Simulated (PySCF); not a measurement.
## Be⁺ (beryllium, charge +1) across methods

[He] 2p1, 2P determinant (an excited configuration). Computed with PySCF 2.14 in aug-cc-pCVQZ, with no relativity, point nucleus.

```
 method  E (hartree)  mean ε 1s α (eV)  mean ε 1s β (eV)  mean ε 2p α (eV)  Σ⟨r²⟩ (bohr²)   ⟨S²⟩
  TPSSh     -14.2074           -121.66           -121.37           -11.265          6.999  0.750
    UHF    -14.13086           -140.16           -139.89           -14.147          7.271  0.750
   PBE0     -14.1751           -123.69           -123.38           -11.796          7.053  0.750
    PBE     -14.1726           -117.96           -117.64           -10.897          7.029  0.750
    LDA     -13.9870           -116.61           -116.30           -10.685          7.108  0.750
LC-wPBE     -14.1726           -123.87           -123.56           -14.325          6.887  0.750
 M06-2X     -14.1950           -129.07           -128.93           -12.419          7.183  0.750
 r2SCAN     -14.1963           -120.24           -120.01           -11.012          6.993  0.750
```
